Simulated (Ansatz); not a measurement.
Reaction (isomerisation): `ClC[SiH2][SbH2]` → `C[SiH](Cl)[SbH2]`

Calculated with Ansatz (gas phase, PBE0-D4/def2-TZVP geometries, no zero-point term in ΔE). CBS: MP2 limit from def2 TZ/QZ plus the TZ coupled-cluster correction, frozen cores. Functionals use def2-TZVPP. B3LYP here is the variant with VWN-RPA as its local correlation; programs differ in this. def2 core potentials past Kr. For Sb outer-core shells are correlated without core-valence functions, which leaves a few kJ/mol of doubt a bond. Each species was taken in one conformer, which may not be the lowest.

```json
{"level": "r2SCAN-D4", "ΔE (kJ/mol)": "-180.8"}
{"level": "B3LYP-D4", "ΔE (kJ/mol)": "-175.0"}
{"level": "PBE0", "ΔE (kJ/mol)": "-176.0"}
{"level": "CCSD/CBS(def2)", "ΔE (kJ/mol)": "-178.1"}
```

Problem. What does CCSD(T)/CBS give? (Best estimate.)

Solution. The calculation gave: -176.7 kJ/mol. The listed levels differ from it by -4.1, 1.7, 0.7, -1.4 kJ/mol.

Largest T1 diagnostic among the species: 0.012.

From PBE to PBE0 (25 % exact exchange), in def2-TZVPP and without D4, ΔE moves by −4.7 kJ/mol.
